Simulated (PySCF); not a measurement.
Two-component Hartree-Fock for Xe⁴³⁺ (xenon, charge +43)

Start: [Ne] 3s1; 3s1/2 filled at m_j = +1/2. Calculated with PySCF 2.14 in an even-tempered Gaussian basis (18 s from 9.8 bohr⁻², ratio 2.4; 14 p from 13 bohr⁻², ratio 2.4; 4 d from 41 bohr⁻², ratio 2.6; 4 f from 61 bohr⁻², ratio 2.6): generalised Hartree-Fock with the X2C-1e Hamiltonian and a Gaussian nucleus; one run each with spin-orbit coupling (SO) switched off, then screened by Boettger's factors.

```csv
spinor shell,electrons,"ε, spin-free (eV)","ε, screened SO (eV)",weight of nominal j (screened SO),"rms radius, screened SO (bohr)"
1s1/2,2,-37614.7,-37611.9,1.000,0.0304
2s1/2,2,-8204.4,-8203.8,1.000,0.121
2p1/2,2,-7658.9,-7893.9,1.000,0.104
2p3/2,4,-7658.9,-7554.1,1.000,0.109
3s1/2,1,-3334.1,-3334.0,1.000,0.290
```

```tsv
quantity	spin-free	screened SO
E (hartree)	-5685.33400	-5687.32905
M_J	1/2	1/2
⟨J²⟩	0.750	0.750
⟨L²⟩	0.000	0.008
⟨S²⟩	0.750	0.758
```

Each row is a mean over spinors that exchange with the open shell spreads, by up to 10.471 eV (2s1/2).

Breit and QED terms are absent; they matter most for the inner s and p1/2 levels.

Densities and radii are taken from the X2C orbitals without a picture-change correction, which distorts them close to the nucleus.

Without spin-orbit coupling the j labels of p, d and f shells carry no meaning; the spin-free column gives the mean over the occupied spinors of each nl shell.
